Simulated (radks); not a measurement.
Values are calculated unless marked as measured or tabulated.
The mean radii <r> (bohr) of the occupied orbitals of an atom or ion are listed with their occupations. Level of theory: Dirac Kohn-Sham, PBEsol, spin-unpolarised, spherical densities, finite nucleus; Fermi nuclear charge, rms radius of each element as measured or else 0.836 A^(1/3) + 0.57 fm (a radial shooting solver on a logarithmic mesh with Libxc functionals).

orbital     occ.      <r>
1s1/2          2  0.02002
2s1/2          2  0.08433
2p1/2          2  0.07009
2p3/2          4  0.07748
3s1/2          2   0.2206
3p1/2          2   0.2103
3p3/2          4   0.2242
3d3/2          4   0.1973
3d5/2          6   0.2016
4s1/2          2   0.4979
4p1/2          2   0.5063
4p3/2          4   0.5383
4d3/2          4   0.5653
4d5/2          6   0.5767
5s1/2          2    1.231
5p1/2          2    1.391
5p3/2          4    1.506
4f5/2    5.57143   0.7941
4f7/2    7.42857   0.8162
6s1/2          1    3.576

Name the element and its charge. Open shells, if any, are shared by 2j + 1.

Answer. Z = 69, thulium, charge +1: Tm+ in [Xe] 4f13 6s1. The 1s radius gives Z: for a bare nucleus <r> = (2 gamma + 1)/(2Z) with gamma = sqrt(1 - (Z/c)^2), 0.01977 bohr for Z = 69, and screening makes it slightly larger (0.02002 here). The occupations add up to 68, and the charge is Z minus that.
